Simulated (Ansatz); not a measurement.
Two isomers of C2H9ClSi2: A = `C[SiH2][SiH](C)Cl`, B = `CC[SiH]([SiH3])Cl`.

Program: Ansatz. Geometries: PBE0-D4/def2-TZVP. ΔE: electronic, gas phase. CCSD(T)/CBS adds triple-zeta CCSD(T) − MP2 to the extrapolated MP2 energy (def2 sets, frozen cores). DFT in def2-TZVPP. B3LYP here is the variant with VWN-RPA as its local correlation; programs differ in this. One conformer a species, not always the lowest.

Which isomer does CCSD(T)/CBS put lower? Give the gap. (An estimate is asked.)

The calculation gave: A, by 11.8 kcal/mol.

Give E(B) − E(A) in kcal/mol with MP2/def2-TZVPP, PBE0-D4, HF/def2-TZVPP, B2PLYP, B3LYP, ωB97M-V, B3LYP-D4. (Best estimate.)

The calculation gave: MP2/def2-TZVPP 12.0, PBE0-D4 12.0, HF/def2-TZVPP 11.2, B2PLYP 12.0, B3LYP 12.0, ωB97M-V 12.2, B3LYP-D4 11.9. None reverses the order clearly.

Largest T1 diagnostic: 0.010.
